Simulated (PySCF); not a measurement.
## Structure elucidation problem

The spectra below were simulated for a compound C$_{11}$H$_{9}$N.

$^{1}$H NMR (300 MHz, computed): δ 8.86 (d, J = 5.8 Hz, 2H), 7.70 (m, 2H), 7.63 (m, 2H), 7.57 (m, 1H), 7.35 (d, J = 5.8 Hz, 2H).

$^{13}$C{$^{1}$H} NMR (computed): δ 156.3 (CH), 153.8 (C), 145.3 (C), 134.7 (CH), 134.5 (CH), 133.3 (CH), 126.6 (CH).

A single conformation, non-relativistic Hamiltonian, averaged over atoms made equivalent by symmetry, fast rotation or ring inversion, isolated molecule. NMR shieldings at PBE0/pcSseg-1/GIAO; J: B3LYP/pcJ-1 (without the spin–dipole term); geometry: PBE0-D3(BJ)/def2-SVP; PySCF 2.14.

Chemical shifts δ = σref − σ; $^{1}$H (σref 31.27) and $^{13}$C (σref 184.41) against TMS, all at this level.

Deduce the structure.

Results:


- Rings plus π bonds: 8 (2 rings in the answer).
- 7 carbon signals for 11 carbons: some carbons are equivalent by symmetry or fast rotation.
- Carbon types of the structure: 2 × C, 9 × CH, which accounts for all hydrogens.
- δC 156.3: aromatic CH next to a ring nitrogen; the adjacent pyridine-type nitrogen withdraws density from it.
- δC 153.8, 145.3: substituted aromatic carbon.
- δC 134.7, 134.5, 133.3, 126.6: aromatic CH; the aromatic region.
- δH 8.86: hydrogen on an aromatic CH next to a ring nitrogen; ring current plus the neighbouring ring nitrogen.
- δH 7.70, 7.63, 7.57, 7.35: hydrogen on an aromatic CH; the ring current deshields protons in the ring plane.
- The protons at 7.35 and 8.86 share a coupling of 5.8 Hz (vicinal, an ortho-type coupling).

Structure: SMILES c1cc(-c2ccccc2)ccn1.

The data come from this structure; uniqueness wasn't tested.

Splittings below 1 Hz are ignored in the labels, and close J values are merged. Couplings among chemically equivalent protons are left out too, so labels in AA′BB′ or AA′XX′ sets are apparent multiplicities. Unscaled 3J(H,H) at this level run about 10 % above measured values. Shifts are as computed. Against solution values, carbons near 30 ppm lie about +2 ppm off and those near 130 ppm about +5 ppm (rms about the fit 1.9 ppm; single classes can miss by 10 ppm). Of 1328 compounds with measured shifts, 309 miss one by over three times the rms of a fit or turn the order of signals round; such compounds aren't used in these exercises. Signals without a measured value on file couldn't be tested in this way; 1H shifts scatter by 0.2 ppm about their fit, and single ones miss by 0.5 ppm.
